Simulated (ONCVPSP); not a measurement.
**Before and after: ONCV potential for cadmium**

cadmium, optimised norm-conserving Vanderbilt (ONCV), made with ONCVPSP 4.0.1 (PBE, fully relativistic). Core [Ar] 3d10, reference 4s2 4p6 4d10 5s2. Waves: 4s+5s: rc 1.25 bohr, ncon 4, nbas 8, qcut 9.6 1/bohr, 2 projectors; 4p: rc 0.90 bohr, ncon 4, nbas 7, qcut 9.7 1/bohr, 2 projectors, debl 0.4 Ha; 4d: rc 1.20 bohr, ncon 4, nbas 9, qcut 8.6 1/bohr, 2 projectors, debl 1.4 Ha. Local part: polynomial inside 0.75 bohr (lpopt 5, dvloc0 0 Ha). Core correction: polynomial model core, fcfact 0.7.

Open shells are filled in proportion to 2j + 1.

In the p channel the program set the typed energies aside and used -2.393, 0.250 Ha (j = l + 1/2; the other j can differ).

All-electron outer shells of the reference configuration (PBE, scalar-relativistic, ld1.x):

```json
{"shell": "3d", "level (eV)": "-393.64", "outermost node (bohr)": "–", "outermost maximum (bohr)": "0.27"}
{"shell": "4s", "level (eV)": "-105.92", "outermost node (bohr)": "0.43", "outermost maximum (bohr)": "0.79"}
{"shell": "4p", "level (eV)": "-66.97", "outermost node (bohr)": "0.43", "outermost maximum (bohr)": "0.84"}
{"shell": "4d", "level (eV)": "-11.73", "outermost node (bohr)": "0.42", "outermost maximum (bohr)": "0.98"}
{"shell": "5s", "level (eV)": "-5.66", "outermost node (bohr)": "1.07", "outermost maximum (bohr)": "2.35"}
```

Change: local potential polynomial inside 0.75 bohr (lpopt 5, dvloc0 7 Ha).

Cutoffs: the cutoffs (Ha) at which the residual kinetic energy of the hardest occupied pseudo-wave falls to 1 and 0.1 mHa per electron; they do not see the model core or the augmentation charge, which bear on the density cutoff. Errors are all-electron minus pseudo energies relative to the spin-unpolarised reference configuration.

**Question.** Predict the effect on cutoff, ghosts and configuration errors.

**Answer.** The potential gets neither clearly harder nor softer (79 Ha and 161 Ha → 79 Ha and 161 Ha); the lowest positive-energy flag moves from s at 38.0 eV to s at 172.2 eV; of the 4 tests that both files solve, the error grows in 1 and shrinks in 0 by more than 15 % and 0.3 meV (median size 0.2 → 0.2 meV); the range in which the s phases agree widens (upper end 1.4 → 4.6); neither file shows a bound ghost.

| quantity | base | changed |
| --- | --- | --- |
| cutoff, loose | 79 Ha | 79 Ha |
| cutoff, tight | 161 Ha | 161 Ha |
| bound ghosts | none | none |
| GHOST(+) flags under 300 eV | s at 38.0 eV | s at 172.2 eV |
| error for 4s2 4p6 4d10 5s1, meV [ΔE 9.27 eV] | +0.1 | +0.2 |
| error for 4s2 4p6 4d10 5s0, meV [ΔE 26.40 eV] | -0.3 | -0.1 |
| error for 4s2 4p6 4d9 5s0, meV [ΔE 64.41 eV] | +0.6 | +1.1 |
| error for 4s2 4p6 4d10 5s1.5, meV [ΔE 3.71 eV] | +0.1 | +0.1 |
| s: phases at 1.27 bohr within 0.05 rad from the reference energy up to (Ha; the scan ends near 5) | 1.4 | 4.6 |
| p3/2: phases at 0.92 bohr within 0.05 rad from the reference energy up to (Ha; the scan ends near 5) | to the end of the scan | to the end of the scan |
| p1/2: phases at 0.92 bohr within 0.05 rad from the reference energy up to (Ha; the scan ends near 5) | to the end of the scan | to the end of the scan |
| d5/2: phases at 1.22 bohr within 0.05 rad from the reference energy up to (Ha; the scan ends near 5) | to the end of the scan | to the end of the scan |
| d3/2: phases at 1.22 bohr within 0.05 rad from the reference energy up to (Ha; the scan ends near 5) | to the end of the scan | to the end of the scan |
| rms error of d²Exc/dni dnj with the model core, mHa | 4.23 | 4.24 |
